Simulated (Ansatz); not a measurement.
Mulliken charges of AsBFH3, SMILES `FB[AsH2]` from r2SCAN/def2-TZVPP in Ansatz (PBE0-D4/def2-TZVP geometry).

```csv
atom,x (Å),y (Å),z (Å),charge (e)
F1,-1.861,-0.268,0.256,-0.230
B2,-0.693,-0.482,-0.320,0.236
As3,0.750,0.942,-0.244,0.046
H4,-0.564,-1.487,-0.961,-0.029
H5,1.866,-0.056,0.004,-0.013
H6,0.544,1.287,1.219,-0.010
```

Task: By hand: the dipole of these point charges (1 e Å = 4.8032 D).

Result: Σ q r = (0.286, 0.022, -0.130) e Å, of length 0.315 e Å = 1.51 D.

Task: How does the dipole of the full density compare? (Estimate.)

Result: The calculation gave: (0.118, -0.074, 0.016) e Å, 0.67 D; the point charges give 2.25 times that, at 47° from its direction.

Point charges leave out the atoms' own dipoles, such as those of lone pairs, and Mulliken's split depends on the basis, so the two needn't agree.
